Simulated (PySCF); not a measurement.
A structure optimised at PBE-D3(BJ)/def2-SVP, used in a PySCF frequency run:

```xyz
12

C      1.2669    -1.4019    -0.1246
C      1.4099    -0.0838     0.1444
Se    -0.0186     1.1728     0.2578
C     -1.3986    -0.2312     0.1762
C     -1.0103    -1.3111    -0.8304
O      0.1281    -2.0783    -0.4448
H      2.1291    -2.0870    -0.0829
H      2.4067     0.3117     0.3830
H     -2.3413     0.2625    -0.1293
H     -1.5325    -0.6669     1.1857
H     -0.8321    -0.8519    -1.8287
H     -1.8313    -2.0507    -0.9298
```

Problem. Write its SMILES and formula.

Solution. C1=C[Se]CCO1, C4H6OSe

Problem. What are its rotational constants (standard atomic weights)?

Solution. 4.5712, 1.9991, 1.4553 GHz
